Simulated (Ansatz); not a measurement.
`CC[Se][SiH3]` + `O=CC[SiH2]O` → `O[SiH2][Se][SiH3]` + `CCCC=O`  (formal exchange of groups at the Se–C bond)

Calculated with Ansatz (gas phase, PBE0-D4/def2-TZVP geometries, no zero-point term in ΔE). CCSD(T)/CBS is the MP2 limit (def2-TZVPP, def2-QZVPP) plus CCSD(T) − MP2 in def2-TZVPP, frozen cores. Functionals use def2-TZVPP. B3LYP here is the variant with VWN-RPA as its local correlation; programs differ in this. For Se outer-core shells are correlated without core-valence functions, which leaves a few kJ/mol of doubt a bond. Scalar relativity is left out up to krypton. Each species was taken in one conformer, which may not be the lowest.

`CC[Se][SiH3]`:

```xyz
12

C     0.750    0.452    1.985
C     0.377    0.440    0.519
Se   -0.613   -1.213    0.099
Si   -0.953   -0.767   -2.096
H    -0.137    0.415    2.621
H     1.300    1.366    2.225
H     1.385   -0.399    2.240
H     1.262    0.467   -0.117
H    -0.265    1.284    0.266
H    -1.714   -1.915   -2.649
H    -1.730    0.489   -2.273
H     0.337   -0.618   -2.821
```

`O=CC[SiH2]O`:

```xyz
11

O     0.881    1.825    0.449
C     1.309    0.743    0.122
C     0.565   -0.204   -0.745
Si   -0.971   -0.774    0.216
O    -1.807    0.567    0.643
H     2.284    0.394    0.516
H     0.170    0.327   -1.617
H     1.180   -1.047   -1.066
H    -0.529   -1.567    1.395
H    -1.822   -1.620   -0.654
H    -1.260    1.356    0.741
```

`O[SiH2][Se][SiH3]`:

```xyz
10

O    -0.719   -2.240   -0.787
Si    0.540   -1.402   -0.151
Se    0.942    0.553   -1.252
Si   -0.133    1.828    0.300
H    -1.533   -1.761   -0.955
H     1.717   -2.282   -0.298
H     0.300   -1.051    1.275
H     0.626    1.881    1.573
H    -0.249    3.189   -0.278
H    -1.490    1.285    0.573
```

`CCCC=O`:

Z-matrix (Å, degrees):
```
C
C 1 1.520
H 1 1.091 2 111.1
H 1 1.092 2 111.1 3 -119.9
H 1 1.094 2 111.1 3 120.4
C 2 1.518 1 113.0 3 -60.9
H 2 1.094 1 109.7 3 177.5
H 2 1.094 1 109.6 3 60.6
C 6 1.499 2 115.1 1 72.5
H 6 1.099 2 111.7 1 -167.1
H 6 1.099 2 111.8 1 -50.3
O 9 1.201 6 125.2 2 5.7
H 9 1.113 6 114.6 2 -175.4
```

```json
{"level": "PBE-D4", "ΔE (kJ/mol)": "-64.6", "difference from CCSD(T)/CBS": "4.6"}
{"level": "r2SCAN-D4", "ΔE (kJ/mol)": "-66.0", "difference from CCSD(T)/CBS": "3.2"}
{"level": "B3LYP-D4", "ΔE (kJ/mol)": "-64.0", "difference from CCSD(T)/CBS": "5.2"}
{"level": "ωB97M-V", "ΔE (kJ/mol)": "-68.2", "difference from CCSD(T)/CBS": "1.0"}
{"level": "B2PLYP", "ΔE (kJ/mol)": "-64.8", "difference from CCSD(T)/CBS": "4.4"}
{"level": "PBE", "ΔE (kJ/mol)": "-64.3", "difference from CCSD(T)/CBS": "4.9"}
{"level": "r2SCAN", "ΔE (kJ/mol)": "-65.9", "difference from CCSD(T)/CBS": "3.3"}
{"level": "PBE0", "ΔE (kJ/mol)": "-69.4", "difference from CCSD(T)/CBS": "-0.2"}
{"level": "HF/def2-TZVPP", "ΔE (kJ/mol)": "-75.2", "difference from CCSD(T)/CBS": "-6.0"}
{"level": "HF/def2-QZVPP", "ΔE (kJ/mol)": "-74.9", "difference from CCSD(T)/CBS": "-5.7"}
{"level": "CCSD(T)/CBS", "ΔE (kJ/mol)": "-69.2", "difference from CCSD(T)/CBS": "0"}
```

Largest T1 diagnostic among the species: 0.014.

From PBE to PBE0 (25 % exact exchange), in def2-TZVPP and without D4, ΔE moves by −5.1 kJ/mol. In def2-TZVPP, CCSD(T) changes the Hartree–Fock value by +9.6 kJ/mol (the triples alone add +2.0 kJ/mol) and MP2 by +9.0 kJ/mol.
